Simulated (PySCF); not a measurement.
Ligand exchange on a metal centre used in film growth or etching (Zn CH3-SH). Gas-phase values, no solvent. One relaxed conformer stands for each flexible species; it need not be the lowest.

The charge on the central atom (meta-Löwdin) from two functionals at the same geometries (TPSS-D3(BJ)/def2-SVP), both in PySCF: PBE-D3(BJ)/def2-TZVP and TPSSh-D3(BJ)/def2-TZVP. 

```json
[
 {"species": "0 of 2 CH3 replaced by SH ([Zn(CH3)2])", "PBE-D3(BJ)/def2-TZVP (e)": "1.01", "TPSSh-D3(BJ)/def2-TZVP (e)": "1.04"},
 {"species": "1 of 2 CH3 replaced by SH ([Zn(CH3)(SH)])", "PBE-D3(BJ)/def2-TZVP (e)": "1.02", "TPSSh-D3(BJ)/def2-TZVP (e)": "1.05"},
 {"species": "2 of 2 CH3 replaced by SH", "PBE-D3(BJ)/def2-TZVP (e)": "1.05", "TPSSh-D3(BJ)/def2-TZVP (e)": "1.09"}
]
```

Over these rows, drawn at random from the members with no instability flagged (it was tested for open shells, ions and some series alone), PBE minus TPSSh-D3(BJ): mean -0.04 e, from -0.04 e to -0.03 e.
